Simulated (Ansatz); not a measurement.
Reactions of C2H7NOSn, SMILES `C[N](C)[Sn][OH]`.

Isolated molecules relaxed with PBE0-D4/def2-TZVP in Ansatz; ΔE leaves out vibrations. CCSD(T)/CBS is the MP2 limit (def2-TZVPP, def2-QZVPP) plus CCSD(T) − MP2 in def2-TZVPP, frozen cores. This one scheme is used for every species. def2 core potentials past Kr. For Br, Sn outer-core shells are correlated without core-valence functions, which leaves a few kJ/mol of doubt a bond. Scalar relativity is left out up to krypton. One conformer a species, not always the lowest.

Q: Order these by ΔE at CCSD(T)/CBS, lowest first. (Estimate.)
A. `C[N](C)[Sn][OH]` → `C=[N][SnH]([CH3])[OH]`
B. `C[N](C)[Sn][OH]` → `C[NH][SnH2][CH]=O`
C. `C[N](C)[Sn][OH]` → `[CH3][SnH2][O]C=N`
D. `C[N](C)[Sn][OH]` + `CO[Si](Cl)(Cl)Cl` → `[OH][Sn][Cl]` + `CO[Si](Cl)(Cl)N(C)C`
E. `C[N](C)[Sn][OH]` + HBr → `[OH][Sn][Br]` + `CNC`
F. `C[N](C)[Sn][OH]` + `CN(C)C` → `C[N](C)[Sn][N](C)C` + CH₃OH
G. `C[N](C)[Sn][OH]` + HCl → `C[N](C)[Sn][Cl]` + H₂O

A: E (-1.04 eV), G (-0.87 eV), D (-0.69 eV), F (+0.82 eV), A (+1.10 eV), C (+1.22 eV), B (+2.50 eV).

Largest T1 diagnostic: 0.017, for `C[N](C)[Sn][Cl]`.
